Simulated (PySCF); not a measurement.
**Shifts of the heteroatoms**

Molfile (atoms numbered from 1):
```
C4H12O2Si2
     RDKit          3D

 20 19  0  0  0  0  0  0  0  0999 V2000
   -0.8019    2.4284   -0.2518 C   0  0  0  0  0  0  0  0  0  0  0  0
   -1.4681    1.3259   -0.5598 C   0  0  0  0  0  0  0  0  0  0  0  0
   -0.6948   -0.4068   -0.6619 Si  0  0  2  0  0  4  0  0  0  0  0  0
   -1.6277   -1.5156    0.0906 O   0  0  0  0  0  0  0  0  0  0  0  0
   -2.9641   -1.8205   -0.1629 C   0  0  0  0  0  0  0  0  0  0  0  0
    1.2108   -0.7298    0.5383 Si  0  0  0  0  0  4  0  0  0  0  0  0
    2.2137    0.2563   -0.2813 O   0  0  0  0  0  0  0  0  0  0  0  0
    3.5634    0.4771   -0.0178 C   0  0  0  0  0  0  0  0  0  0  0  0
    0.2557    2.3993   -0.0442 H   0  0  0  0  0  0  0  0  0  0  0  0
   -1.2660    3.4025   -0.1991 H   0  0  0  0  0  0  0  0  0  0  0  0
   -2.5323    1.4193   -0.7615 H   0  0  0  0  0  0  0  0  0  0  0  0
   -0.6983   -0.6943   -2.1184 H   0  0  0  0  0  0  0  0  0  0  0  0
   -3.6053   -0.9646    0.0593 H   0  0  0  0  0  0  0  0  0  0  0  0
   -3.2513   -2.6581    0.4736 H   0  0  0  0  0  0  0  0  0  0  0  0
   -3.1057   -2.0979   -1.2100 H   0  0  0  0  0  0  0  0  0  0  0  0
    1.2001   -0.3412    1.9651 H   0  0  0  0  0  0  0  0  0  0  0  0
    1.7928   -2.0870    0.5810 H   0  0  0  0  0  0  0  0  0  0  0  0
    4.1281   -0.4556   -0.0826 H   0  0  0  0  0  0  0  0  0  0  0  0
    3.6970    0.8898    0.9847 H   0  0  0  0  0  0  0  0  0  0  0  0
    3.9489    1.1834   -0.7540 H   0  0  0  0  0  0  0  0  0  0  0  0
  1  2  2  0
  2  3  1  0
  3  4  1  0
  4  5  1  0
  3  6  1  0
  6  7  1  0
  7  8  1  0
  1  9  1  0
  1 10  1  0
  2 11  1  0
  3 12  1  6
  5 13  1  0
  5 14  1  0
  5 15  1  0
  6 16  1  0
  6 17  1  0
  8 18  1  0
  8 19  1  0
  8 20  1  0
M  END
```

- geometry from GFN2-xTB
- PBE0/pcSseg-1 with gauge-including orbitals
- program: PySCF 2.14
- one conformer, no solvent, relativity neglected, equivalent nuclei averaged

Problem. Predict the 29Si NMR data.

Solution. 
```json
{"atoms": "Si3", "environment": "silicon bonded to C, O, Si, H", "σ (ppm)": "366.0", "δ (ppm)": "-20.9"}
{"atoms": "Si6", "environment": "silicon bonded to O, Si, 2 H", "σ (ppm)": "376.3", "δ (ppm)": "-29.3"}
```

Shieldings were converted by a linear fit to measured shifts: 29Si (scatter 8.9 ppm rms, 25.8 ppm with the 6 outliers that the fit left out vs TMS, solution or neat liquid). A few per cent of atoms miss by over 2 rms, more outside the fitted compound classes.

On a 300 MHz spectrometer 29Si resonates near 59.6 MHz, so 1 ppm is 59.6 Hz.

Problem. Where does 17O resonate?

Solution. 
```
atoms             environment  σ (ppm)  δ (ppm)
   O4  oxygen bonded to C, Si    333.1    -36.7
   O7  oxygen bonded to C, Si    346.6    -49.0
```

Shieldings were converted by a linear fit to measured shifts: 17O: δ = 266.70 − 0.911σ (rms 10.7 ppm, 155 shifts, 12.2 ppm with the 3 outliers that the fit left out vs liquid water, solution or neat liquid). A few per cent of atoms miss by over 2 rms, more outside the fitted compound classes.

On a 600 MHz spectrometer 17O resonates near 81.3 MHz, so 1 ppm is 81.3 Hz.
